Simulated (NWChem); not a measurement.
System: ZnNH3O; SMILES [NH2][Zn][OH]

NWChem input:

```
start job
memory heap 200 mb stack 900 mb global 1100 mb
geometry units angstroms
  Zn    -0.045038     0.126099    -0.062404
  O      1.446050    -0.213267    -0.841541
  H      1.875513     0.307350    -1.514989
  N     -1.309620    -0.346018     1.167274
  H     -2.210573    -0.617545     0.799167
  H     -1.496944     0.320789     1.902691
end
basis spherical
  * library def2-svp
end
dft
  xc pbe0
  iterations 150
end
driver
  maxiter 120
end
task dft optimize
task dft freq
```

Excerpt of the output:

```
             Northwest Computational Chemistry Package (NWChem) 7.3.0
             --------------------------------------------------------

 C1  symmetry detected

                             Geometry "geometry" -> ""
                             -------------------------

 Output coordinates in angstroms (scale by  1.889725989 to convert to a.u.)

  No.       Tag          Charge          X              Y              Z
 ---- ---------------- ---------- -------------- -------------- --------------
    1 Zn                  30.0000     0.15433134    -0.02836167    -0.00334868
    2 O                    8.0000    -0.32435488    -1.67648033     0.00812214
    3 H                    1.0000     0.24459803    -2.44149425     0.00044015
    4 N                    7.0000    -0.31486518     1.73622650     0.01256636
    5 H                    1.0000    -0.11726677     2.25815356    -0.82974772
    6 H                    1.0000     0.04162387     2.29244803     0.77682625

 Effective nuclear repulsion energy (a.u.)     178.3765452580

                                Z-matrix (autoz)
                                --------

 Units are Angstrom for bonds and degrees for angles

      Type          Name      I     J     K     L     M      Value
      ----------- --------  ----- ----- ----- ----- ----- ----------
    1 Stretch                  1     2                       1.71627
    2 Stretch                  1     4                       1.82597
    3 Stretch                  2     3                       0.95342
    4 Stretch                  4     5                       1.01042
    5 Stretch                  4     6                       1.01023
    6 Bend                     1     2     3               127.15936
    7 Bend                     1     4     5               116.21011
    8 Bend                     1     4     6               116.61544
    9 Bend                     2     1     4               148.90201
   10 Bend                     5     4     6               106.09582
   11 Torsion                  2     1     4     5        -112.58383
   12 Torsion                  2     1     4     6         121.09394
   13 Torsion                  3     2     1     4        -179.26759

                           NWChem Geometry Optimization
                           ----------------------------

 maximum gradient threshold         (gmax) =   0.000450
 rms gradient threshold             (grms) =   0.000300
 maximum cartesian step threshold   (xmax) =   0.001800
 rms cartesian step threshold       (xrms) =   0.001200
 fixed trust radius                (trust) =   0.300000
 source of zmatrix                         =   autoz

          -------------------
          Energy Minimization
          -------------------

 Using diagonal initial Hessian
 Scaling for Hessian diagonals: bonds = 1.00  angles = 0.25  torsions = 0.10

          --------
          Step   0

                                 NWChem DFT Module
                                 -----------------

 Summary of "ao basis" -> "ao basis" (spherical)
 ------------------------------------------------------------------------------
       Tag                 Description            Shells   Functions and Types
 ---------------- ------------------------------  ------  ---------------------
 Zn                         def2-svp                11       31   5s3p2d1f
 O                          def2-svp                 6       14   3s2p1d
 H                          def2-svp                 3        5   2s1p
 N                          def2-svp                 6       14   3s2p1d

            General Information
            -------------------
          SCF calculation type: DFT
          Wavefunction type:  closed shell.
          No. of atoms     :     6
          No. of electrons :    48
           Alpha electrons :    24
            Beta electrons :    24
          Charge           :     0
          Spin multiplicity:     1
          Use of symmetry is: off; symmetry adaption is: off
          Maximum number of iterations: 150
          AO basis - number of functions:    74
                     number of shells:    32
          Convergence on energy requested:  1.00D-06
          Convergence on density requested:  1.00D-05
          Convergence on gradient requested:  5.00D-04

[...]

      ----------------------
      Optimization converged
      ----------------------

  Step       Energy      Delta E   Gmax     Grms     Xrms     Xmax
  ---- ---------------- -------- -------- -------- -------- --------
@   16   -1910.43478093 -3.1D-08  0.00002  0.00001  0.00012  0.00027
                                     ok       ok       ok       ok

                                Z-matrix (autoz)
                                --------

 Units are Angstrom for bonds and degrees for angles

      Type          Name      I     J     K     L     M      Value     Gradient
      ----------- --------  ----- ----- ----- ----- ----- ---------- ----------
    1 Stretch                  1     2                       1.77132    0.00000
    2 Stretch                  1     4                       1.81284    0.00002
    3 Stretch                  2     3                       0.96166   -0.00001
    4 Stretch                  4     5                       1.01724   -0.00001
    5 Stretch                  4     6                       1.01722   -0.00000
    6 Bend                     1     2     3               114.85161   -0.00000
    7 Bend                     1     4     5               116.83368    0.00001
    8 Bend                     1     4     6               116.90804   -0.00000
    9 Bend                     2     1     4               171.49015   -0.00000
   10 Bend                     5     4     6               107.08523   -0.00000
   11 Torsion                  2     1     4     5        -113.79888    0.00001
   12 Torsion                  2     1     4     6         117.44879    0.00001
   13 Torsion                  3     2     1     4         178.41376   -0.00001

                         Geometry "geometry" -> "geometry"
                         ---------------------------------

 Output coordinates in angstroms (scale by  1.889725989 to convert to a.u.)

  No.       Tag          Charge          X              Y              Z
 ---- ---------------- ---------- -------------- -------------- --------------
    1 Zn                  30.0000    -0.20859888    -0.03945836     0.01413775
    2 O                    8.0000    -0.37843140    -1.80247189     0.03693524
    3 H                    1.0000     0.44836312    -2.28903918    -0.02973999
    4 N                    7.0000    -0.30330751     1.77088976     0.00575113
    5 H                    1.0000    -0.00837586     2.24218895    -0.84610850
    6 H                    1.0000     0.13441694     2.25838256     0.78388288

 Effective nuclear repulsion energy (a.u.)     176.2083687347

                Final and change from initial internal coordinates
                --------------------------------------------------

                                Z-matrix (autoz)
                                --------

 Units are Angstrom for bonds and degrees for angles

[...]

 Rotational Constants
 --------------------
 A=   7.016873 cm-1  ( 10.095489 K)
 B=   0.150011 cm-1  (  0.215828 K)
 C=   0.149615 cm-1  (  0.215258 K)

 Temperature                      =   298.15K
 frequency scaling parameter      =   1.0000

 Zero-Point correction to Energy  =   23.518 kcal/mol  (  0.037478 au)
 Thermal correction to Energy     =   26.929 kcal/mol  (  0.042915 au)
 Thermal correction to Enthalpy   =   27.522 kcal/mol  (  0.043858 au)

 Total Entropy                    =   71.160 cal/mol-K
   - Translational                =   39.608 cal/mol-K (mol. weight =  96.9506)
   - Rotational                   =   21.844 cal/mol-K (symmetry #  =        1)
   - Vibrational                  =    9.708 cal/mol-K

 Cv (constant volume heat capacity) =   16.341 cal/mol-K
   - Translational                  =    2.979 cal/mol-K
   - Rotational                     =    2.979 cal/mol-K
   - Vibrational                    =   10.382 cal/mol-K

[normal modes left out]

 ----------------------------------------------------------------------------
 Normal Eigenvalue ||           Projected Infra Red Intensities
  Mode   [cm**-1]  || [atomic units] [(debye/angs)**2] [(KM/mol)] [arbitrary]
 ------ ---------- || -------------- ----------------- ---------- -----------
    1       -0.000 ||    0.088658           2.045        86.429      25.228
    2       -0.000 ||    0.000893           0.021         0.871       0.254
    3        0.000 ||    0.005109           0.118         4.981       1.454
    4        0.000 ||    0.000085           0.002         0.083       0.024
    5        0.000 ||    0.000784           0.018         0.765       0.223
    6        0.000 ||    0.028426           0.656        27.711       8.088
    7      151.796 ||    0.009308           0.215         9.074       2.649
    8      157.468 ||    0.011051           0.255        10.773       3.145
    9      175.320 ||    0.026652           0.615        25.981       7.584
   10      415.694 ||    0.166473           3.841       162.287      47.370
   11      610.774 ||    0.010383           0.240        10.122       2.955
   12      726.128 ||    0.168062           3.877       163.835      47.822
   13      755.896 ||    0.029714           0.686        28.967       8.455
   14      769.087 ||    0.015983           0.369        15.581       4.548
   15     1541.684 ||    0.011263           0.260        10.980       3.205
   16     3571.498 ||    0.006056           0.140         5.904       1.723
   17     3661.822 ||    0.011079           0.256        10.801       3.153
   18     3921.721 ||    0.042602           0.983        41.530      12.122
 ----------------------------------------------------------------------------
```

Level: PBE0/def2-SVP.
